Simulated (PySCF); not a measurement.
Predicted microwave data (PBE0-D3(BJ)/def2-SVP geometry optimisation, gas phase (PySCF 2.14.0)) for one isomer of C9H17N:

```
Rotational constants : A = 3135, B = 572.9, C = 506.7 MHz
Dipole components    : |μa| = 0.32 D, |μb| = 0.11 D, |μc| = 0.30 D
Inertial defect      : -46.03 u·Å²
κ                    : -0.95
```

Question: Which structure is it? (One computed conformer of each.)
A. `[CH2:1]=[CH:2][CH2:3][CH2:4][N:5]([CH3:6])[CH:7]1[CH2:8][CH2:9][CH2:10]1` with C1–C2–C3–C4 -117°, C2–C3–C4–N5 -171°, C3–C4–N5–C6 -68°, C4–N5–C7–C8 -64°, N5–C7–C8–C9 -140°, C7–C8–C9–C10 19°, C8–C9–C10–C7 -19°, N5–C7–C10–C9 140°
B. `[CH2:1]=[C:2]1[CH2:3][CH2:4][CH2:5][CH2:6][C@H:7]1[N:8]([CH3:9])[CH3:10]` with C6–C7–N8–C9 -55°, C1–C2–C3–C4 -119°, C2–C3–C4–C5 -52°, C3–C4–C5–C6 53°, C4–C5–C6–C7 -58°
C. `[CH3:1][NH:2][C@:3]12[CH2:4][CH2:5][CH2:6][C@H:7]1[CH2:8][CH2:9][CH2:10]2` with C1–N2–C3–C4 -75°, N2–C3–C4–C5 -87°, C3–C4–C5–C6 -44°, C4–C5–C6–C7 41°, C5–C6–C7–C8 -139°

Answer: A. It is C=CCCN(C)C1CCC1, a near-prolate asymmetric top, point group C1. The candidates at the same level (rigid rotor, commonest isotopes):

```json
{"SMILES": "C=C1CCCC[C@H]1N(C)C", "A (MHz)": "1703", "B (MHz)": "1256", "C (MHz)": "932.1", "μa (D)": "0.34", "μb (D)": "0.36", "μc (D)": "0.06", "Δ (u·Å²)": "-156.83", "point group": "C1", "rotor": "asymmetric top"}
{"SMILES": "CN[C@]12CCC[C@H]1CCC2", "A (MHz)": "1719", "B (MHz)": "1365", "C (MHz)": "984.3", "μa (D)": "0.02", "μb (D)": "0.85", "μc (D)": "0.08", "Δ (u·Å²)": "-150.75", "point group": "C1", "rotor": "asymmetric top"}
{"SMILES": "C=CCCN(C)C1CCC1", "A (MHz)": "3135", "B (MHz)": "572.9", "C (MHz)": "506.7", "μa (D)": "0.32", "μb (D)": "0.11", "μc (D)": "0.30", "Δ (u·Å²)": "-46.03", "point group": "C1", "rotor": "near-prolate asymmetric top"}
```

`C=C1CCCC[C@H]1N(C)C` has B 119 % too high; `CN[C@]12CCC[C@H]1CCC2` has B 138 % too high. No structure here is proved a minimum.
